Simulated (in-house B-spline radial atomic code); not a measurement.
Configurations of Eu, with energies counted from [Xe] 4f7 6s2. All numbers are computed (scalar-relativistic (X2C) B97-1, spin-polarised, spherical fractional occupations, exact exchange averaged over the configuration; Fermi nucleus of rms radius 5.1115 fm) with a B-spline radial code for spherical atoms, not measured. Shells without spins written out take the highest spin.

Occupations are held fixed; configurations that lie above the ionisation limit could autoionise.

```csv
configuration,E - E(ref) (eV),highest orbital,its <r> (bohr)
[Xe] 4f7 5d1 6s1,1.8357,5d up,3.596
[Xe] 4f7 6s1 6p1,2.0908,6p up,5.555
[Kr] 4d9 4f7 5s2 5p6 6s2 7s1,135.76,7s up,9.684
[Kr] 4d9 4f7 5s2 5p6 6s2 6d1,136.46,6d up,10.95
```

**Question.** Order these further configurations by energy, lowest first.
A. [Xe] 4f6 6s2 6d1
B. [Kr] 4d9 4f7 5s2 5p6 6s2 7f1
C. [Kr] 4d9 4f7 5s2 5p6 5d1 6s2
D. [Xe] 4f6 6s2 7p1

**Answer.** D (8.8772 eV), A (9.0077 eV), C (131.56 eV), B (137.51 eV).
